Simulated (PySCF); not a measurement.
BrHOS₂W, SMILES [O]=[W](=[S])([SH])[Br], multiplicity 1. Geometry optimised at PBE-D3(BJ)/def2-SVP. The spin state was assumed, not searched. The def2 effective core potentials stand for the cores of W; spin–orbit coupling is left out. The values are those of a single conformer.

Computed equilibrium geometry at PBE-D3(BJ)/def2-SVP (PySCF confirms it by a frequency run) as Cartesian coordinates in Å (one conformer of several):
```xyz
6

W      0.1726    -0.3309    -0.0524
O      1.2037    -0.8931    -1.3038
S      1.1296    -0.6250     1.8484
Br    -0.3208     2.0209    -0.4059
S     -1.7165    -1.7038     0.0178
H     -1.7815    -1.8394    -1.3425
```
